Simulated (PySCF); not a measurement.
RbSi: frontier orbitals

r²SCAN at R = 3.229 Å; PySCF, scalar-relativistic core potentials, basis sets Rb def2-SVP with ECP28, Si def2-SVP. State: ⁴Σ⁻ (quartet), unpaired electrons σ ↑, π ↑↑. Only the outer orbitals are listed, counted within each symmetry, core potentials removing the inner ones.

| spin | orbital | occ. | ε (eV) | on Rb (%) | main shells (%) |
| --- | --- | --- | --- | --- | --- |
| α | 4σ | 1 | -34.16 | 100 | 100 Rb s |
| α | 2π | 1 | -17.28 | 100 | 100 Rb p |
| α | 2π | 1 | -17.28 | 100 | 100 Rb p |
| α | 5σ | 1 | -17.20 | 99 | 99 Rb p |
| α | 6σ | 1 | -9.63 | 2 | 98 Si s |
| α | 7σ | 1 | -3.35 | 17 | 82 Si p, 16 Rb s |
| α | 3π | 1 | -3.08 | 11 | 89 Si p |
| α | 3π | 1 | -3.08 | 11 | 89 Si p |
| α | 8σ | 0 | -1.58 | 90 | 75 Rb s, 14 Rb p, 11 Si p |
| α | 4π | 0 | -0.35 | 99 | 84 Rb p, 14 Rb d |
| α | 4π | 0 | -0.35 | 99 | 84 Rb p, 14 Rb d |
| β | 4σ | 1 | -34.12 | 100 | 100 Rb s |
| β | 2π | 1 | -17.25 | 100 | 100 Rb p |
| β | 2π | 1 | -17.25 | 100 | 100 Rb p |
| β | 5σ | 1 | -17.12 | 100 | 100 Rb p |
| β | 6σ | 1 | -7.04 | 4 | 96 Si s |
| β | 7σ | 0 | -1.36 | 74 | 65 Rb s, 24 Si p, 9 Rb p |
| β | 3π | 0 | -0.56 | 20 | 80 Si p, 14 Rb p |
| β | 3π | 0 | -0.56 | 20 | 80 Si p, 14 Rb p |

Task: Which are the highest filled and the lowest empty level, where do they sit, and how wide is the gap?

Result: Highest filled α 3π at -3.08 eV (in %: 89 Si p); lowest empty α 8σ at -1.58 eV (in %: 75 Rb s, 14 Rb p, 11 Si p); the gap at r²SCAN is 1.50 eV.

```
bond order (Mayer)                               : 0.77
⟨S²⟩                                             : 3.750
charge on Rb (Mulliken, basis-dependent)         : 0.56
charge on Rb (Löwdin, basis-dependent)           : 0.28
dipole moment (positive dipole means Rb(−)Si(+)) : -10.59 D
```

Spin–orbit coupling is left out. The state was picked by a PBE0 search and need not be the measured ground state.
